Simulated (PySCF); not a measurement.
Gas-phase reaction: WF₆ + NH₃ = WF₄NH + 2 H + 2 F

Computed with PySCF and rigid-rotor harmonic-oscillator thermochemistry at 1 bar. † marks an energy on the PBE0/def2-TZVP geometry and frequencies; other levels use their own. MP2 and CCSD(T) freeze the core. Open shells (unrestricted): H (multiplicity 2), F (multiplicity 2, electronic degeneracy 6); the rest are closed-shell singlets. Spin-orbit splitting is ignored; it lowers the true energy and changes the entropy of F. W: scalar-relativistic def2 core potential, no spin-orbit coupling. WF₄NH: computed as isolated molecules; such fragments, hydroxides, amides, oligomers or adducts are transient or little studied in the gas. MP2 isn't extrapolated to the basis-set limit; its ΔH°(298 K) is 1150.2 kJ in def2-SVP and 1215.7 kJ in def2-TZVPP. CCSD(T) isn't extrapolated to the basis-set limit. The harmonic model lacks anharmonicity and excited electronic states, which grow with temperature; levels with a mode under 35 cm⁻¹ are left out. Soft modes under 120 cm⁻¹ make the harmonic entropy rough for WF₄NH. Warning, large T1 diagnostic: WF₆ (CCSD(T)/def2-SVP†).

```
level              ΔE electronic, kJ  ΔH°(298 K), kJ  ΔS°(298 K), J/K  ΔG°(1200 K), kJ
-----------------  -----------------  --------------  ---------------  ---------------
CCSD(T)/def2-SVP†               1199            1144              352              696
MP2/def2-SVP†                   1205            1150              352              702
MP2/def2-TZVPP†                 1271            1216              352              768
PBE/def2-SVP                    1337            1285              349              841
PBE/def2-TZVP†                  1329            1274              352              826
PBE0/def2-QZVP†                 1285            1230              352              782
PBE0/def2-SVP†                  1263            1208              352              760
PBE0/def2-TZVP                  1271            1216              352              768
r2SCAN/def2-TZVP†               1319            1263              352              816
LDA/def2-TZVP†                  1530            1475              352             1027
```
ΔH° is lowest at CCSD(T)/def2-SVP† and highest at LDA/def2-TZVP†. No reference value is set beside these.
